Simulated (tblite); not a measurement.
A geometry optimisation, step by step.

Compound: C8H12Si.
Numbering: `[CH2:1]=[CH:2][C:3]1=[CH:4][CH2:5][CH:6]=[CH:7][CH2:8][SiH2:9]1` (hydrogens: H10, H11 on C1; H12 on C2; H13 on C4; H14, H15 on C5; H16 on C6; H17 on C7; H18, H19 on C8; H20, H21 on Si9)

Computed with GFN2-xTB (tblite), gas phase: L-BFGS steps from a force-field or distance-geometry start until the largest atomic force falls under 0.01 eV/Å. 6 of its 49 geometries are shown.

Step 0: E = -677.1381 eV, largest atomic force 1.236 eV/Å
```
atom  x, y, z in Å  |  force x, y, z in eV/Å
C1      3.232    1.104    0.127   -0.971  -0.157  -0.116
C2      2.464    0.008    0.027    0.905  -0.044   0.227
C3      1.027   -0.126   -0.134   -0.460  -0.140  -0.136
C4      0.500   -1.362   -0.267    0.356  -0.056   0.133
C5     -0.932   -1.798   -0.458    0.066  -0.082  -0.342
C6     -1.879   -1.322    0.601   -0.549   1.004   0.467
C7     -2.313   -0.055    0.720    0.474  -0.802   0.034
C8     -1.875    1.070   -0.176   -1.178  -0.207  -0.081
Si9    -0.036    1.438   -0.166    0.854   0.435   0.202
H10     2.828    2.115    0.085    0.099  -0.411  -0.008
H11     4.296    1.016    0.254    0.012   0.024  -0.007
H12     3.009   -0.945    0.099   -0.292   0.215  -0.088
H13     1.181   -2.217   -0.229    0.017   0.214  -0.008
H14    -0.961   -2.894   -0.478    0.084   0.126   0.062
H15    -1.278   -1.482   -1.459    0.046   0.190   0.286
H16    -2.225   -2.068    1.325    0.147   0.280  -0.370
H17    -3.008    0.191    1.528    0.288  -0.052  -0.290
H18    -2.208    0.840   -1.204    0.183   0.052   0.282
H19    -2.418    1.978    0.120    0.127  -0.198  -0.141
H20     0.312    2.259   -1.355   -0.107  -0.154   0.130
H21     0.275    2.267    1.038   -0.102  -0.239  -0.235
```

Step 10: E = -677.2553 eV, largest atomic force 0.134 eV/Å
```
atom  x, y, z in Å  |  force x, y, z in eV/Å
C1      3.181    1.082    0.124    0.046  -0.014  -0.017
C2      2.462   -0.030    0.036   -0.057  -0.011   0.049
C3      1.017   -0.134   -0.126    0.054  -0.030  -0.049
C4      0.521   -1.373   -0.258   -0.033   0.055   0.055
C5     -0.909   -1.778   -0.461   -0.048   0.015   0.049
C6     -1.845   -1.290    0.614   -0.024   0.033  -0.059
C7     -2.275   -0.041    0.726    0.004  -0.106   0.023
C8     -1.893    1.075   -0.187    0.009  -0.089   0.063
Si9    -0.019    1.445   -0.152   -0.014   0.006   0.035
H10     2.744    2.065    0.071    0.009  -0.064   0.015
H11     4.252    1.028    0.246   -0.067   0.090  -0.016
H12     2.975   -0.986    0.088    0.036   0.050   0.006
H13     1.224   -2.201   -0.218   -0.049  -0.041  -0.007
H14    -0.950   -2.869   -0.486   -0.059   0.035  -0.115
H15    -1.255   -1.391   -1.427    0.029  -0.018   0.009
H16    -2.205   -2.047    1.300    0.079   0.061   0.039
H17    -2.961    0.198    1.528    0.042   0.051   0.012
H18    -2.180    0.817   -1.208    0.012  -0.007  -0.011
H19    -2.447    1.970    0.088    0.016   0.006  -0.080
H20     0.290    2.237   -1.355    0.022   0.004   0.004
H21     0.265    2.238    1.056   -0.009  -0.026  -0.005
```

Step 19: E = -677.2812 eV, largest atomic force 0.098 eV/Å
```
atom  x, y, z in Å  |  force x, y, z in eV/Å
C1      3.150    1.082    0.121    0.015   0.002  -0.011
C2      2.465   -0.053    0.050   -0.022   0.072   0.044
C3      1.020   -0.158   -0.114    0.053  -0.009   0.003
C4      0.504   -1.389   -0.238    0.041  -0.009  -0.062
C5     -0.931   -1.755   -0.483    0.014   0.033   0.026
C6     -1.840   -1.284    0.622    0.068   0.002  -0.016
C7     -2.260   -0.031    0.738    0.040  -0.074   0.029
C8     -1.883    1.055   -0.209   -0.028  -0.059   0.027
Si9    -0.012    1.426   -0.139   -0.022  -0.027   0.015
H10     2.668    2.043    0.068   -0.008  -0.012  -0.003
H11     4.223    1.099    0.230   -0.034  -0.060   0.001
H12     2.998   -1.000    0.104   -0.027   0.086   0.000
H13     1.188   -2.230   -0.195   -0.008  -0.079   0.027
H14    -1.005   -2.840   -0.585   -0.048   0.054   0.002
H15    -1.236   -1.302   -1.433   -0.084  -0.010   0.049
H16    -2.122   -2.026    1.358   -0.010   0.023  -0.052
H17    -2.897    0.238    1.571    0.031   0.023  -0.013
H18    -2.139    0.756   -1.227   -0.009  -0.005  -0.033
H19    -2.449    1.957    0.013   -0.005   0.015  -0.024
H20     0.299    2.226   -1.332    0.047   0.035  -0.029
H21     0.251    2.202    1.082   -0.003   0.000   0.021
```

Step 29: E = -677.2891 eV, largest atomic force 0.034 eV/Å
```
atom  x, y, z in Å  |  force x, y, z in eV/Å
C1      3.139    1.092    0.123   -0.006   0.002  -0.008
C2      2.459   -0.045    0.060    0.003  -0.009  -0.003
C3      1.019   -0.169   -0.118   -0.012   0.010   0.003
C4      0.504   -1.400   -0.250    0.017   0.006  -0.012
C5     -0.937   -1.746   -0.490    0.025   0.003  -0.019
C6     -1.821   -1.280    0.634   -0.016  -0.023  -0.019
C7     -2.243   -0.030    0.746    0.002  -0.004   0.003
C8     -1.881    1.044   -0.220   -0.018  -0.005  -0.006
Si9    -0.011    1.418   -0.142   -0.022  -0.011  -0.015
H10     2.656    2.052    0.065    0.010  -0.004  -0.007
H11     4.211    1.100    0.230    0.002   0.000   0.022
H12     3.004   -0.982    0.119   -0.013  -0.008   0.005
H13     1.174   -2.253   -0.186   -0.001   0.010  -0.010
H14    -1.034   -2.826   -0.614   -0.002   0.012   0.017
H15    -1.264   -1.271   -1.421   -0.002   0.001   0.000
H16    -2.097   -2.027    1.365   -0.001   0.018   0.022
H17    -2.865    0.253    1.584    0.012   0.010   0.010
H18    -2.134    0.730   -1.235    0.006  -0.013   0.005
H19    -2.452    1.947   -0.017    0.007  -0.004   0.007
H20     0.325    2.230   -1.322    0.011   0.013  -0.010
H21     0.240    2.180    1.090    0.000  -0.003   0.015
```

Step 38: E = -677.2903 eV, largest atomic force 0.023 eV/Å
```
atom  x, y, z in Å  |  force x, y, z in eV/Å
C1      3.140    1.091    0.125   -0.010   0.000   0.007
C2      2.455   -0.043    0.060    0.006  -0.016  -0.009
C3      1.017   -0.165   -0.127   -0.011   0.003   0.002
C4      0.503   -1.397   -0.259    0.009   0.000  -0.005
C5     -0.940   -1.744   -0.493    0.018  -0.005  -0.013
C6     -1.818   -1.280    0.636   -0.001  -0.011  -0.006
C7     -2.238   -0.029    0.749    0.017   0.008   0.011
C8     -1.883    1.039   -0.225   -0.010   0.009  -0.004
Si9    -0.014    1.420   -0.149   -0.014  -0.001  -0.002
H10     2.662    2.053    0.055    0.005   0.001  -0.004
H11     4.209    1.096    0.250    0.002  -0.002   0.006
H12     2.993   -0.983    0.130    0.012  -0.010   0.009
H13     1.175   -2.248   -0.198   -0.009  -0.001  -0.005
H14    -1.035   -2.824   -0.614   -0.004  -0.002   0.005
H15    -1.271   -1.270   -1.422   -0.008  -0.010   0.002
H16    -2.089   -2.021    1.374    0.014  -0.006   0.004
H17    -2.848    0.259    1.594   -0.004   0.007   0.000
H18    -2.139    0.717   -1.237    0.004   0.010   0.003
H19    -2.456    1.941   -0.022   -0.002   0.008  -0.014
H20     0.335    2.239   -1.321   -0.016   0.005   0.002
H21     0.233    2.167    1.093    0.002   0.013   0.008
```

Step 48: E = -677.2911 eV, largest atomic force 0.010 eV/Å
```
atom  x, y, z in Å  |  force x, y, z in eV/Å
C1      3.140    1.087    0.129   -0.002   0.002   0.007
C2      2.452   -0.046    0.062   -0.001   0.001  -0.002
C3      1.015   -0.163   -0.135   -0.003   0.005   0.002
C4      0.501   -1.395   -0.272    0.001   0.002   0.001
C5     -0.941   -1.745   -0.497    0.000  -0.001   0.001
C6     -1.810   -1.277    0.638    0.001   0.000   0.000
C7     -2.231   -0.026    0.751    0.007   0.001   0.005
C8     -1.886    1.040   -0.229    0.002  -0.004  -0.002
Si9    -0.017    1.422   -0.149   -0.005   0.006  -0.001
H10     2.667    2.050    0.045   -0.003   0.004   0.003
H11     4.207    1.090    0.272    0.000  -0.003  -0.006
H12     2.988   -0.987    0.144   -0.003  -0.003   0.005
H13     1.174   -2.245   -0.213    0.001  -0.002  -0.006
H14    -1.035   -2.826   -0.610   -0.004  -0.002  -0.003
H15    -1.282   -1.278   -1.426    0.000  -0.002   0.000
H16    -2.068   -2.016    1.382    0.000   0.004   0.004
H17    -2.831    0.265    1.602   -0.003  -0.003  -0.001
H18    -2.139    0.711   -1.239    0.007   0.003  -0.006
H19    -2.463    1.941   -0.033    0.005  -0.005   0.004
H20     0.324    2.251   -1.318   -0.003  -0.002   0.003
H21     0.228    2.166    1.096    0.003  -0.002  -0.008
```

Q: Summarise the path.

A: The energy falls by 3.53 kcal/mol from step 0 to step 48; nine tenths of that is first reached at step 18. It falls at every step. The largest force goes from 1.236 to 0.010 eV/Å. Among the bonds C8–Si9 changes most, from 1.876 to 1.909 Å; the atoms move by 0.120 Å rms after alignment.

Q: Follow the three bonds and two angles with the largest change from start to end.

A: 
```tsv
step	E above end (kcal/mol)	largest force (eV/Å)	C8–Si9 (Å)	Si9–H21 (Å)	C6=C7 (Å)	C7–C8–Si9 (°)	C1–C2–C3 (°)
0	3.53	1.236	1.876	1.495	1.345	115.4	130.5
2	1.98	0.333	1.918	1.474	1.329	114.4	129.2
4	1.55	0.261	1.919	1.465	1.324	114.2	129.2
6	1.19	0.208	1.908	1.467	1.322	113.6	128.1
8	0.99	0.151	1.904	1.472	1.325	113.0	127.4
10	0.83	0.134	1.910	1.472	1.326	112.7	127.2
13	0.64	0.126	1.913	1.470	1.324	112.6	127.0
15	0.51	0.133	1.908	1.473	1.325	112.5	126.3
17	0.37	0.170	1.906	1.473	1.327	112.1	125.7
19	0.23	0.098	1.909	1.470	1.326	111.5	125.4
21	0.15	0.100	1.912	1.469	1.324	111.1	125.6
23	0.09	0.076	1.910	1.472	1.324	110.8	125.7
25	0.07	0.041	1.908	1.472	1.325	110.8	125.7
27	0.06	0.045	1.908	1.470	1.325	110.8	125.8
29	0.05	0.034	1.908	1.470	1.325	110.7	125.8
31	0.04	0.027	1.909	1.472	1.325	110.6	125.9
33	0.03	0.028	1.908	1.472	1.325	110.6	125.8
35	0.03	0.024	1.908	1.470	1.325	110.6	125.9
38	0.02	0.023	1.909	1.470	1.325	110.5	126.0
40	0.01	0.037	1.909	1.471	1.325	110.3	126.0
42	0.01	0.025	1.908	1.471	1.325	110.1	125.9
44	0.00	0.019	1.908	1.470	1.325	110.1	125.9
46	0.00	0.017	1.909	1.470	1.325	110.1	125.9
48	0.00	0.010	1.909	1.471	1.325	110.1	125.9
```

What follows is the cost of the whole relaxation. The run took 0.75 s wall on one thread of an Arm Neoverse N1, shared host.
